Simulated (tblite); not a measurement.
C7H12BF3.
Numbering: `[F:1][C:2]([F:3])([F:4])[CH2:5][C@H:6]1[BH:7][CH2:8][CH2:9][CH2:10][CH2:11]1` (hydrogens: H12, H13 on C5; H14 on C6; H15 on B7; H16, H17 on C8; H18, H19 on C9; H20, H21 on C10; H22, H23 on C11)

Computed with GFN2-xTB (tblite), gas phase: L-BFGS steps from a force-field or distance-geometry start until the largest atomic force falls under 0.01 eV/Å.

Step 42: E = -994.8372 eV
```
atom  x, y, z in Å  |  force x, y, z in eV/Å
F1     -2.9665    1.0790    1.0299   -0.026   0.016   0.023
C2     -2.9174    0.6039   -0.2242    0.051  -0.011  -0.014
F3     -2.6695    1.6592   -1.0176   -0.076  -0.019  -0.001
F4     -4.1684    0.2036   -0.5193    0.010   0.000  -0.025
C5     -1.9112   -0.5191   -0.3911    0.036   0.030   0.017
C6     -0.5630   -0.2226    0.2907   -0.046   0.008   0.009
B7      0.3555   -1.5012    0.4534   -0.022   0.038  -0.019
C8      1.9120   -1.3349    0.4494    0.017   0.010   0.021
C9      2.4420   -0.0285   -0.1525   -0.009  -0.005  -0.004
C10     1.5530    1.1553    0.2096   -0.031  -0.015  -0.007
C11     0.1453    0.9804   -0.3525   -0.017  -0.043   0.008
H12    -1.7732   -0.6706   -1.4630   -0.007  -0.015  -0.002
H13    -2.3586   -1.4200    0.0339   -0.011   0.040   0.001
H14    -0.7962    0.0591    1.3292    0.027  -0.010   0.018
H15    -0.1286   -2.5441    0.6809   -0.001   0.004  -0.035
H16     2.2110   -1.3817    1.5036    0.012   0.008   0.019
H17     2.4178   -2.1812   -0.0190    0.024  -0.032   0.005
H18     2.4796   -0.1216   -1.2397   -0.017  -0.009  -0.018
H19     3.4598    0.1590    0.1937    0.039  -0.004   0.002
H20     1.9830    2.0734   -0.1923    0.039   0.027  -0.009
H21     1.5014    1.2578    1.2954   -0.001  -0.005   0.014
H22     0.2054    0.8213   -1.4316    0.020   0.025  -0.011
H23    -0.4180    1.9005   -0.1842   -0.010  -0.037   0.007
```

Step 43: E = -994.8381 eV
```
atom  x, y, z in Å  |  force x, y, z in eV/Å
F1     -2.9645    1.0811    1.0294   -0.019   0.014   0.022
C2     -2.9177    0.6043   -0.2241    0.056  -0.013  -0.027
F3     -2.6730    1.6584   -1.0199   -0.075  -0.010  -0.001
F4     -4.1688    0.2020   -0.5149   -0.001  -0.001  -0.029
C5     -1.9110   -0.5179   -0.3936    0.053   0.024   0.037
C6     -0.5639   -0.2239    0.2922   -0.027   0.032  -0.005
B7      0.3573   -1.5009    0.4520   -0.044   0.040  -0.013
C8      1.9136   -1.3343    0.4525    0.001   0.015   0.022
C9      2.4420   -0.0293   -0.1540   -0.016  -0.010  -0.005
C10     1.5537    1.1549    0.2104   -0.025  -0.020  -0.006
C11     0.1449    0.9795   -0.3501   -0.001  -0.021   0.005
H12    -1.7709   -0.6689   -1.4657   -0.012  -0.003   0.012
H13    -2.3586   -1.4188    0.0296   -0.021   0.019   0.006
H14    -0.7985    0.0562    1.3316    0.031  -0.014  -0.005
H15    -0.1279   -2.5437    0.6730   -0.003  -0.020  -0.028
H16     2.2092   -1.3746    1.5080    0.017   0.000   0.011
H17     2.4188   -2.1835   -0.0117    0.035  -0.018   0.013
H18     2.4731   -0.1263   -1.2411   -0.015   0.002  -0.018
H19     3.4619    0.1587    0.1856    0.035  -0.004   0.007
H20     1.9844    2.0734   -0.1901    0.029   0.023  -0.025
H21     1.5045    1.2589    1.2962   -0.005  -0.020   0.016
H22     0.2050    0.8223   -1.4296    0.019   0.014  -0.006
H23    -0.4185    1.8994   -0.1826   -0.014  -0.028   0.018
```

Task: Estimate the geometry and energy of step 44. (The exact step hangs on the optimiser's Hessian estimate; all steps are aligned on step 43, rigid shifts and turns removed.)

Result: E = -994.8388 eV, largest force 0.059 eV/Å
```
atom  x, y, z in Å  |  force x, y, z in eV/Å
F1     -2.9649    1.0830    1.0289   -0.007   0.006   0.014
C2     -2.9178    0.6043   -0.2242    0.031  -0.004  -0.024
F3     -2.6778    1.6575   -1.0218   -0.057   0.008  -0.008
F4     -4.1691    0.2003   -0.5127   -0.005  -0.012  -0.029
C5     -1.9104   -0.5166   -0.3946    0.042   0.013   0.040
C6     -0.5651   -0.2241    0.2938    0.007   0.038  -0.013
B7      0.3581   -1.4996    0.4508   -0.042   0.021  -0.006
C8      1.9151   -1.3335    0.4552   -0.014   0.010   0.015
C9      2.4423   -0.0299   -0.1551   -0.013  -0.011  -0.004
C10     1.5543    1.1546    0.2112   -0.003  -0.013  -0.003
C11     0.1448    0.9783   -0.3481    0.017   0.010  -0.001
H12    -1.7699   -0.6681   -1.4670   -0.009   0.008   0.023
H13    -2.3590   -1.4170    0.0273   -0.026   0.000   0.013
H14    -0.8000    0.0542    1.3338    0.031  -0.010  -0.017
H15    -0.1269   -2.5435    0.6645   -0.006  -0.031  -0.023
H16     2.2088   -1.3694    1.5113    0.018  -0.005   0.007
H17     2.4194   -2.1854   -0.0064    0.036   0.001   0.023
H18     2.4679   -0.1301   -1.2422   -0.011   0.011  -0.013
H19     3.4644    0.1583    0.1794    0.017  -0.006   0.006
H20     1.9863    2.0736   -0.1885    0.011   0.007  -0.029
H21     1.5072    1.2595    1.2973   -0.010  -0.030   0.009
H22     0.2060    0.8224   -1.4279    0.014   0.003  -0.004
H23    -0.4185    1.8980   -0.1821   -0.020  -0.013   0.025
```

The energy changes by -0.0007 eV. The first-order estimate −F·Δx gives -0.0011 eV and the mean of the old and new forces, exact on a quadratic surface, -0.0008 eV. The step makes an angle of 72° with the force vector and moves no atom by more than 0.009 Å.

The cost below is that of the whole relaxation. On an Arm Neoverse N1 with one thread, no GPU, on a shared host, this took 1.2 s of wall time.
